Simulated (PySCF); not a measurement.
AlBr3, triplet, at a GFN2-xTB geometry (such geometries of metal compounds can be far from the true shape) (a higher spin typed on purpose: for a closed-shell molecule this is an excited state). Base run: R2SCAN/3-21G (PySCF).

Input for PySCF:
```python
from pyscf import gto, scf, dft

mol = gto.Mole()
mol.atom = '''
    Al   -0.515061    0.183924   -0.325663
    Br   -1.738680   -1.861575    0.199490
    Br    0.497540    2.304776   -0.984240
    Br    1.432449   -0.511516    0.905710
'''
mol.basis = '3-21g'
mol.charge = 0
mol.spin = 2
mol.verbose = 4
mol.build()

mf = dft.UKS(mol)
mf.xc = 'r2scan'
mf.kernel()
```

The base run was repeated with changes; each row names its change, and settings that it needs were set with it.

| change | ΔE vs base (µEh) | SCF cycles | <S^2> | outcome |
|---|---|---|---|---|
| base | 0.0 | 11 | 2.004 | converged |
| DIIS = ADIIS | 0.0 | 29 | 2.004 | converged |
| conv_tol = 1e-6 | 0.1 | 9 | 2.004 | converged |
| diis_space = 12 | 0.0 | 11 | 2.004 | converged |
| level_shift = 0.1 (with mf.max_cycle = 100) | 0.0 | 16 | 2.004 | converged |
| init_guess = 1e | 0.0 | 14 | 2.004 | converged |
| diis_space = 4 | - | 11 | - | not converged |
| init_guess = atom | 0.0 | 11 | 2.004 | converged |
| diis = off (with mf.max_cycle = 100) | - | 100 | - | not converged |
| conv_tol = 1e-7 | 0.1 | 9 | 2.004 | converged |
| conv_tol_grad = 1e-3 | 0.0 | 11 | 2.004 | converged |
| solver = newton | 0.0 | - | 2.004 | converged |
| conv_tol = 1e-4 | 0.1 | 8 | 2.004 | converged |

Open shells are given as the SCF converged; they aren't shown to be the lowest states, and a large step between rows can be another state.
